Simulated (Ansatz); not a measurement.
Gas-phase electronic energies from Ansatz, PBE0-D4/def2-TZVP geometries. CBS: MP2 limit from def2 TZ/QZ plus the TZ coupled-cluster correction, frozen cores. Functionals use def2-TZVPP. B3LYP here is the variant with VWN-RPA as its local correlation; programs differ in this. def2 core potentials past Kr. For Sb outer-core shells are correlated without core-valence functions, which leaves a few kJ/mol of doubt a bond. Each species was taken in one conformer, which may not be the lowest.

`[CH3][Sb]([CH3])[SH]` + `B[SiH2]N=C` → `[BH2][Sb]([CH3])[CH3]` + `C=N[SiH2]S`  (redistribution)

```
          level  ΔE (kJ/mol)  difference from CCSD(T)/CBS
         PBE-D4        -24.6                          3.3
      r2SCAN-D4        -27.4                          0.5
        PBE0-D4        -26.8                          1.1
       B3LYP-D4        -21.3                          6.6
        ωB97X-V        -24.9                          3.0
        ωB97M-V        -28.3                         -0.4
         B2PLYP        -27.7                          0.2
         r2SCAN        -27.4                          0.5
           PBE0        -27.1                          0.8
  HF/def2-TZVPP        -24.4                          3.5
 MP2/def2-TZVPP        -37.4                         -9.5
CCSD/def2-TZVPP        -31.4                         -3.5
  HF/def2-QZVPP        -23.1                          4.8
 MP2/def2-QZVPP        -34.1                         -6.2
   HF/CBS(def2)        -22.9                          5.0
  MP2/CBS(def2)        -32.4                         -4.5
    CCSD(T)/CBS        -27.9                            0
```

Largest T1 diagnostic among the species: 0.014.

In def2-TZVPP, CCSD(T) changes the Hartree–Fock value by −8.4 kJ/mol (the triples alone add −1.5 kJ/mol) and MP2 by −13.0 kJ/mol.
